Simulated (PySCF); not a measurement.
Problem. Write Cartesian coordinates for `O=C([C@H]1CO1)C(F)(F)F` as optimised with GFN2-xTB.

Solution. 
```
atom  x, y, z in Å
O1     0.7890    0.0345    1.7178
C2     0.6134    0.0463    0.5371
C3    -0.6084    0.5008   -0.1799
C4    -1.9265    0.1559    0.4042
O5    -1.4105    1.4359    0.4750
C6     1.7025   -0.4740   -0.4513
F7     2.7736   -0.9484    0.1687
F8     2.1021    0.4947   -1.2860
F9     1.2003   -1.4599   -1.2158
H10   -0.5235    0.6128   -1.2570
H11   -1.9514   -0.4017    1.3342
H12   -2.7595    0.0024   -0.2729
```

Orientation and origin are arbitrary. Atoms count from 1 in this order. The 3-membered ring C3–C4–O5 has internal angles of 57.3° to 64.5°. The 3 C–C bonds span 1.482 Å (C3–C4, drawn single) to 1.560 Å (C2–C6, drawn single), a spread of 0.078 Å. O5 (epoxide oxygen) is bent (angle 64.5°). The 3 C–O bonds span 1.194 Å (O1=C2, drawn double) to 1.395 Å (C3–O5, drawn single), a spread of 0.201 Å.

Bonds between heavy atoms (Å): O1=C2 1.194, C2–C3 1.488, C3–C4 1.482, C4–O5 1.382, C2–C6 1.560, C6–F7 1.325, C6–F8 1.340, C6–F9 1.345, C3–O5 1.395.

Computed geometry: GFN2-xTB, gas phase.

Point group: C1 (no symmetry element, even within 0.4 Å). Whether it is a minimum is left open (no frequencies). The numbers are those of one conformer (O1–C2–C3–C4 -40°).
